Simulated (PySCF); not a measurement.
(E)-1-bromo-2-chloro-1-fluoroethene (C₂HBrClF), SMILES Cl/C=C(\F)Br. Atoms are numbered in the order given.

```xyz
6

F     -1.5607     0.3731     0.0000
C     -0.2619     0.1389     0.0000
Br     0.1797    -1.6781     0.0000
C      0.6553     1.1050     0.0000
Cl     0.2161     2.7669     0.0000
H      1.7207     0.8755     0.0000
```
Charge 0, spin multiplicity 1.

Geometry: ωB97X-D3(BJ)/def2-SVP.

The numbers are results of PBE/def2-TZVP run with PySCF, not measurements.

Gas-phase values at a fixed geometry.

Question: Estimate the frontier levels, gap, dipole moment and polarisability. (The exact figures need the calculation; the answer reports its results.)

Answer: 
```yaml
highest_occupied_level: -6.13 eV
lowest_empty_level: -1.60 eV
orbital_gap: 4.53 eV
dipole_moment: 1.16 D
quadrupole, principal values (traceless, Buckingham form, about the centre of nuclear charge): -1.33, 0.22, 1.11 D·Å
mean_static_polarisability: 58.7 bohr³ (8.70 Å³)
polarisability_principal_values: 36.6, 47.8, 91.8 bohr³
```
